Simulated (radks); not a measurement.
Q: Sc2+, 19 electrons, occupied as [Ar] 3d1 (the NIST ground configuration). Calculated with a radial shooting solver on a logarithmic mesh with Libxc functionals: scalar-relativistic Kohn-Sham, Slater X-alpha with alpha = 0.882, spin-polarised, spherical densities, point nucleus; open shells are filled with parallel spins first. Some entries of the table are withheld. Estimate them.

orbital,occ.,eigenvalue (eV),<1/r> (bohr^-1)
1s down,1,-4452.698,20.80
1s up,1,-4452.677,20.80
2s up,1,-501.9817,4.323
2s down,1,-501.5324,4.326
2p up,3,-417.6759,4.238
2p down,3,-417.3302,4.241
3s up,1,(1),1.326
3s down,1,(2),1.326
3p up,3,-52.9230,1.203
3p down,3,-51.4539,1.204
3d up,1,-20.8468,0.8974
3d down,0,-19.3446,0.8981

A: 
(1) 3s up eigenvalue (eV): -74.4629
(2) 3s down eigenvalue (eV): -73.0001
